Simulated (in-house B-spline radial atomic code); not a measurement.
Checks on a self-consistent run for Lu21+, [Ar] (3d3/2)3 (3d5/2)6 4s2 4p6 4d10 4f5. Method: Dirac-Hartree-Fock, average of the jj configuration, Fermi nucleus of rms radius 5.37 fm. Calculated with a B-spline radial code for spherical atoms.

```tsv
orbital	q	ε (Eh)	<1/r>	<r²>	small-component weight
1s1/2	2	-2365.87136	82.1799	0.0005121	0.071138
2s1/2	2	-427.88098	19.9052	0.00784491	0.016039
2p1/2	2	-408.53524	19.8343	0.00564553	0.016059
2p3/2	4	-367.53253	16.9532	0.00685249	0.014627
3s1/2	2	-117.05938	7.35728	0.0507645	0.0053088
3p1/2	2	-108.41832	7.25434	0.0468587	0.005227
3p3/2	4	-99.64097	6.52783	0.0532287	0.0048454
3d3/2	3	-85.68339	6.37098	0.0421668	0.0046605
3d5/2	6	-83.78702	6.22612	0.0431538	0.004592
4s1/2	2	-40.88244	3.18027	0.237552	0.0018369
4p1/2	2	-37.29342	3.08796	0.242368	0.0017656
4p3/2	4	-35.00034	2.85622	0.268687	0.0016453
4d3/2	4	-28.99302	2.71468	0.277029	0.0015286
4d5/2	6	-28.58151	2.63246	0.285803	0.0014584
4f5/2	2.1429	-21.49664	2.38518	0.283624	0.0012175
4f7/2	2.8571	-21.45052	2.37366	0.285751	0.0012131
```

Electron-electron repulsion V_ee = 4163.5242 hartree.

Problem. What total energy follows from the eigenvalues?

Solution. The eigenvalues count the repulsion twice, so E = Σqε - V_ee = -10175.163 - 4163.524 = -14338.687 hartree; the run printed -14338.687.

Problem. Does the Dirac virial theorem hold?

Solution. For a point nucleus E = -2c²Σq·w, with w the small-component weight. Here Σq·w = 0.38169 and c = 137.0360, so the ratio E/(-2c²Σq·w) is 1.000223; the finite nucleus accounts for the departure from 1.

Problem. What diamagnetic shielding (Lamb formula) and susceptibility (Langevin formula) do the radii give?

Solution. σ = (α²/3)Σq<1/r> = 485.964/(3·137.036²) = 8626.1 ppm, and χ = -0.79199×10⁻⁶·Σq<r²> = -5.647×10⁻⁶ cm³/mol with Σq<r²> = 7.1307 bohr². Both are non-relativistic formulas without the paramagnetism of open shells; for so heavy an element the full relativistic shielding is larger by tens of per cent.
